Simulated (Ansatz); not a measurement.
Start from `[OH][Ti]([OH])([SH])[SH]` and change one element to get `[OH][Zr]([OH])([SH])[SH]`.

Ansatz, PBE0-D4/def2-TZVP geometries, multiplicity 1. Each molecule was computed in one conformer, which needn't be the lowest.

Elements past krypton have def2 core potentials. Scalar relativity is left out up to krypton.

| property | `[OH][Ti]([OH])([SH])[SH]` |
| --- | --- |
| HOMO–LUMO gap (B3LYP/def2-TZVPP) / eV | 4.54 |
| LUMO energy (B3LYP/def2-TZVPP) / eV | -2.42 |
| HOMO–LUMO gap (PBE/def2-TZVPP) / eV | 2.92 |
| HOMO energy (PBE0/def2-TZVPP) / eV | -7.21 |
| HOMO energy (PBE/def2-TZVPP) / eV | -6.03 |
| LUMO energy (ωB97M-V/def2-TZVPP) / eV | -0.05 |

**Question.** Give the same properties after the change, and the shifts. (Estimate.)

**Answer.** Ansatz gave: 
```
                             property  `[OH][Zr]([OH])([SH])[SH]`  shift
HOMO–LUMO gap (B3LYP/def2-TZVPP) / eV                        5.50   0.96
  LUMO energy (B3LYP/def2-TZVPP) / eV                       -1.33   1.09
  HOMO–LUMO gap (PBE/def2-TZVPP) / eV                        3.92   1.00
   HOMO energy (PBE0/def2-TZVPP) / eV                       -7.09   0.12
    HOMO energy (PBE/def2-TZVPP) / eV                       -5.91   0.12
LUMO energy (ωB97M-V/def2-TZVPP) / eV                        0.53   0.58
```

With PBE0 the HOMO rises by 0.12 eV and the LUMO rises by 1.05 eV, so the gap widens by about 0.93 eV. PBE moves the HOMO by 0.12 eV and ωB97M-V by 0.10 eV.

B3LYP here is the variant with VWN-RPA as its local correlation; programs differ in this.
